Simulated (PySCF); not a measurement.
## Correlation energy of Ga (gallium, neutral)

[Ar] 3d10 4s2 4p1, 2P determinant. Computed with PySCF 2.14 in 6-31G*, with the non-relativistic Hamiltonian (point nucleus). Frozen: [Ar] 3d10; 3 electrons correlated.

MP2 pair energies summed by pair of shells (mhartree):

```json
{"pair": "4s-4s", "energy": "-17.34", "share (%)": "61.9"}
{"pair": "4s-4p", "energy": "-10.67", "share (%)": "38.1"}
```

Total MP2 correlation energy: -28.01 mhartree.

Same-spin part -1.87 and opposite-spin part -26.14 mhartree; SCS-MP2 scales them by 1/3 and 6/5 to -32.00 mhartree.

```tsv
level	correlation energy (mhartree)
CCSD	-41.89
(T)	-0.47
CCSD(T)	-42.36
```

Diagnostics: T1 = 0.0100, D1 = 0.0231, largest double amplitude 0.087.

Task: Is a single reference adequate?

Result: Mostly. T1 lies below 0.03, but a double amplitude of this size points to a near-degeneracy that CCSD handles and MP2 describes poorly.
